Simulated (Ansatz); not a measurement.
Calculated with Ansatz (gas phase, PBE0-D4/def2-TZVP geometries, no zero-point term in ΔE). CBS: MP2 limit from def2 TZ/QZ plus the TZ coupled-cluster correction, frozen cores. Functionals use def2-TZVPP. B3LYP here is the variant with VWN-RPA as its local correlation; programs differ in this. Each species was taken in one conformer, which may not be the lowest.

Consider the ligand exchange at a B–C bond: `BC([SiH3])[SiH2]F` + `O[SiH2]F` → `BO[SiH2]F` + `F[SiH2]C[SiH3]`.

| level | ΔE (kcal/mol) | difference from CCSD(T)/CBS |
| --- | --- | --- |
| PBE-D4 | -22.3 | 1.7 |
| r2SCAN-D4 | -23.7 | 0.3 |
| PBE0-D4 | -22.8 | 1.2 |
| B3LYP-D4 | -25.7 | -1.7 |
| ωB97X-V | -24.6 | -0.6 |
| ωB97M-V | -24.1 | -0.1 |
| B2PLYP | -26.2 | -2.2 |
| PBE | -23.2 | 0.8 |
| r2SCAN | -23.9 | 0.1 |
| PBE0 | -23.5 | 0.5 |
| B3LYP | -27.1 | -3.1 |
| HF/def2-TZVPP | -30.0 | -6.0 |
| MP2/def2-TZVPP | -23.8 | 0.2 |
| SCS-MP2/def2-TZVPP | -25.3 | -1.3 |
| CCSD/def2-TZVPP | -25.2 | -1.2 |
| CCSD(T)/def2-TZVPP | -24.4 | -0.4 |
| HF/def2-QZVPP | -30.2 | -6.2 |
| MP2/def2-QZVPP | -23.6 | 0.4 |
| SCS-MP2/def2-QZVPP | -25.1 | -1.1 |
| HF/CBS(def2) | -30.3 | -6.3 |
| MP2/CBS(def2) | -23.3 | 0.7 |
| CCSD/CBS(def2) | -24.7 | -0.7 |
| CCSD(T)/CBS | -24.0 | 0 |

Largest T1 diagnostic among the species: 0.013.

The D4 term adds +1.3 kcal/mol with B3LYP and +0.7 kcal/mol with PBE0; it sums over pairs of atoms, weighted by their polarisabilities, and B3LYP, whose exchange is more repulsive, gets the larger term. In def2-TZVPP, CCSD(T) changes the Hartree–Fock value by +5.6 kcal/mol (the triples alone add +0.7 kcal/mol) and MP2 by +6.2 kcal/mol.
